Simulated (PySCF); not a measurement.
Species: C6H7N2O (doublet state).
Z-matrix (Å and degrees, GFN2-xTB geometry), rows numbered from 1:
```
C 
N   1  1.2532
C   2  1.3473  1  129.27
C   3  1.3538  2  136.78  1  -114.95
C   4  1.5169  3   95.52  2  -171.09
C   5  1.5385  4  116.23  3  -111.34
N   6  1.3883  5  118.27  4    31.81
C   3  1.4954  2  130.66  1    79.36
O   8  1.1925  3  135.82  2    -8.45
H   1  1.0914  2  124.73  3     6.31
H   1  1.0808  2  117.91  3  -174.65
H   4  1.0732  3  133.17  2    11.77
H   5  1.0929  4  116.43  3   116.07
H   6  1.1079  5  108.46  4   -90.07
H   6  1.1021  5  110.21  4   156.73
H   7  1.0192  6  112.13  5   -14.52
```

The hyperfine couplings belong to this conformer and change with its torsions.

The species is `C=NC1=C[C@@H](C[NH])C1=O` [radical].

Computed with UKS B3LYP, pcH-1 on C H N O, non-relativistic, mean-field spin-orbit, GIAO (PySCF). Isolated species at its GFN2-xTB geometry (one conformer only). A GFN2-xTB geometry isn't a minimum of the functional, and hyperfine couplings can be far from their values at a DFT geometry. The frame is twisted about the N2–C3 bond at this geometry (dihedral C1–N2–C3–C8 = 79°); couplings at other torsion angles weren't computed. Stability of the SCF solution: not tested.

Question: Predict the first-order ENDOR lines of N7, H15, H16 and H13 under fast tumbling at B = 349.2 mT (X band).

Answer: ν± = |νn ± a/2|, one line for each electron-spin manifold; νn = |g_N| × 7.62259 MHz/T × B.

| nuclei | isotope | g_N | νn (MHz) | a_iso (MHz) | lower line (MHz) | upper line (MHz) |
| --- | --- | --- | --- | --- | --- | --- |
| N7 | 14N | 0.4038 | 1.07 | 30.97 | 14.41 | 16.56 |
| H15 | 1H | 5.5857 | 14.87 | 111.76 | 41.01 | 70.75 |
| H16 | 1H | 5.5857 | 14.87 | -58.70 | 14.48 | 44.22 |
| H13 | 1H | 5.5857 | 14.87 | -1.98 | 13.88 | 15.86 |

Question: Which pairs are centred on the nuclear Larmor frequency, and which on half the coupling?

Answer: Centred on νn, since |a| < 2νn: H13. Centred on |a|/2 and split by 2νn: N7, H15 and H16.

Question: At what field would the lower line of H16 fall to zero frequency?

Answer: Where νn = |a|/2, that is B = 29.35 MHz/(5.5857 × 7.62259 MHz/T) = 689 mT, as far as first order holds there.

Couplings of abundant isotopes left out: H14 (221.3 MHz).

The run took 83 s wall (grids of density and orbitals included) on Arm Neoverse V2, one thread, no GPU (shared host), and the process peaked at 0.97 GiB of memory.
